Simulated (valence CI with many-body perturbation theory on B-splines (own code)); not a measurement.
Ba XVII: configurations and terms from energies and g

Level of theory: configuration interaction combined with many-body perturbation theory (CI+MBPT): four valence electrons over a frozen Dirac-Fock core [Kr], a basis of 7 s, 7 p, 8 d, 6 f, 4 g, 1 h functions for each j, with the one-electron correlation potential Σ1, the two-electron term Σ2, the three-electron term Σ3, Breit, model QED; selected CI, second order for the rest, scaled by the run's own slope (own B-spline code, finite nucleus).

No measured spectrum was set against this ion. As an estimate, terms of the open shell hold to 2 to 4 % of their energy, and close levels can change places. Excitations out of the core, of the other parity, are not computed and may begin above about 69.7 eV (a cautious bound); beyond it only levels of the ground parity were kept, without lifetimes.

| No. | J | Parity | E (cm⁻¹) | g |
| --- | --- | --- | --- | --- |
| 2 | 1 | even | 11714 | 1.498 |
| 3 | 2 | even | 21229 | 1.466 |
| 4 | 3 | even | 28241 | 1.438 |
| 10 | 5 | even | 60422 | 1.074 |
| 11 | 1 | even | 62762 | 1.342 |
| 18 | 5 | even | 89737 | 1.157 |
| 20 | 1 | even | 93432 | 0.677 |

Energies count from the lowest level. Strongly mixed levels and levels close to another of their J and parity, and those with J = 0 are left out, so the numbers can have gaps.

(1) Give configuration and LS term of each level.

Results:

(1) 2: 4d4 5D; 3: 4d4 5D; 4: 4d4 5D; 10: 4d4 3H; 11: 4d4 3P; 18: 4d4 3G; 20: 4d4 3D.
